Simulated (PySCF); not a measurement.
Species: n-butylgermane, C₄H₁₂Ge.
Cartesian coordinates in Å at the PBE0-D3(BJ)/def2-SVP level; atoms count from 1:
```
atom  x, y, z in Å
C1     2.0058   -0.0593    0.2258
C2     0.5647   -0.2137    0.6832
C3    -0.1598   -1.3715    0.0084
C4    -1.6017   -1.5683    0.4688
Ge5   -2.7983   -0.0542    0.0968
H6     2.5037    0.7837    0.7283
H7     2.0622    0.1205   -0.8599
H8     2.5925   -0.9674    0.4388
H9     0.0172    0.7269    0.4924
H10    0.5325   -0.3561    1.7782
H11    0.4098   -2.3010    0.1902
H12   -0.1380   -1.2200   -1.0860
H13   -2.0437   -2.4505   -0.0216
H14   -1.6392   -1.7673    1.5534
H15   -2.6178    1.0885    1.1158
H16   -2.5056    0.5032   -1.3125
H17   -4.2685   -0.5150    0.1507
```

Computed with PySCF at PBE0/def2-SVPD, non-relativistic, on one gas-phase PBE0-D3(BJ)/def2-SVP geometry that isn't relaxed in the solvent. The solvent is an IEF-PCM continuum (Bondi radii, 1.10 Å for H, scaled by 1.2), and excitations are vertical TDDFT with non-equilibrium linear response and a frozen core. Specific hydrogen bonds and non-electrostatic terms are outside this model. Spin–orbit coupling is left out although an atom past zinc is present.

Gas-phase singlets (H = HOMO, L = LUMO):

| state | E (eV) | λ (nm) | f | leading configurations |
| --- | --- | --- | --- | --- |
| S1 | 7.545 | 164 | 0.003 | H→L 95% |
| S2 | 8.083 | 153 | 0.178 | H→L+1 90% |
| S3 | 8.163 | 152 | 0.009 | H→L+2 72%, H→L+4 8% |
| S4 | 8.265 | 150 | 0.050 | H-1→L 77%, H→L+3 9% |
| S5 | 8.392 | 148 | 0.022 | H→L+3 50%, H-2→L 27% |

Q: What are the lowest 5 singlets in water (ε = 78.36)?

A: 
```tsv
state	E (eV)	λ (nm)	f	leading configurations	change by rank (eV)
S1	7.508	165	0.006	H→L 94%	-0.037
S2	7.965	156	0.277	H→L+1 89%	-0.118
S3	8.132	152	0.010	H→L+2 72%, H→L+4 15%	-0.031
S4	8.236	151	0.082	H-1→L 77%, H→L+3 11%	-0.029
S5	8.325	149	0.018	H→L+3 75%, H-1→L 11%	-0.067
```

Q: The ground-state energy changes by -0.034 eV from gas to water. By how much does the total energy of gas-phase S2 change?

A: E(S2) = E(S0) + excitation energy, so it changes by -0.034 − 0.118 = -0.152 eV: it is lowered more than the ground state, which is what a red shift means. This is the vertical state, with the slow part of the continuum still set for S0.

Q: How do the frontier levels move from gas to water?

A: 
```tsv
orbital	gas (eV)	solvent (eV)	change (eV)	Löwdin shares, gas	Löwdin shares, solvent
LUMO+2	1.02	1.17	+0.15	C1 23 %, Ge5 13 %, H6 8 %, H8 8 %	C1 23 %, Ge5 14 %, H6 8 %, C2 8 %
LUMO+1	0.88	0.95	+0.07	Ge5 28 %, C4 16 %, H16 11 %, H15 11 %	Ge5 29 %, C4 16 %, H16 10 %, H15 10 %
LUMO	0.45	0.54	+0.09	Ge5 39 %, H17 9 %, H15 7 %, C4 7 %	Ge5 45 %, H17 11 %, H15 9 %, H16 8 %
HOMO	-8.21	-8.06	+0.15	C4 30 %, Ge5 22 %, C3 14 %, H11 8 %	C4 29 %, Ge5 21 %, C3 15 %, H11 9 %
HOMO-1	-8.93	-8.83	+0.10	Ge5 26 %, H15 16 %, H17 14 %, C4 10 %	Ge5 20 %, H15 12 %, C4 12 %, C3 11 %
HOMO-2	-9.10	-9.00	+0.10	Ge5 31 %, H16 22 %, H17 13 %, C4 9 %	Ge5 16 %, C2 14 %, C3 11 %, H17 11 %
HOMO-3	-9.24	-9.10	+0.14	C2 23 %, C3 12 %, C1 12 %, H10 12 %	Ge5 21 %, H16 17 %, C2 12 %, C1 8 %
```

The HOMO–LUMO gap goes from 8.66 to 8.60 eV. Rows go by rank; for HOMO-3, HOMO-2 and HOMO-1 the atom shares or the degeneracy differ between the runs, so the row needn't follow one orbital.
